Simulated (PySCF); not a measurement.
Sb⁺ (antimony, charge +1) across methods

[Kr] 4d10 5s1 5p2 5d1, one real determinant (an excited configuration). Calculation: PySCF 2.14, in aug-cc-pwCVTZ-PP with ECP28MDF (8s7p6d4f1g, 96 functions); scalar relativity through the core potential.

```csv
method,E (hartree),mean ε 5s α (eV),mean ε 5p α (eV),mean ε 5d α (eV),Σ⟨r²⟩ (bohr²),⟨S²⟩
UHF,-238.43147,-30.777,-19.815,-7.208,59.74,6.002
r2SCAN,-239.3875,-25.473,-15.899,-5.733,58.59,6.002
PW91,-239.3768,-24.825,-15.452,-5.807,57.97,6.001
PBE,-239.2858,-24.749,-15.403,-5.783,58.17,6.001
PBE0,-239.3051,-26.426,-16.636,-6.231,58.21,6.001
HSE06,-239.3014,-25.972,-16.201,-5.884,58.34,6.001
TPSS,-239.1998,-24.819,-15.468,-5.727,58.36,6.001
LDA,-238.8955,-24.976,-15.496,-5.756,57.76,6.001
```

⟨L²⟩ = 7.88 against 12 for a pure F term, so this real determinant mixes terms. Energies and moments cover only the electrons outside the core potential. The outer electron is Rydberg-like, and this basis confines it to a smaller radius and binds it less than a complete one would.
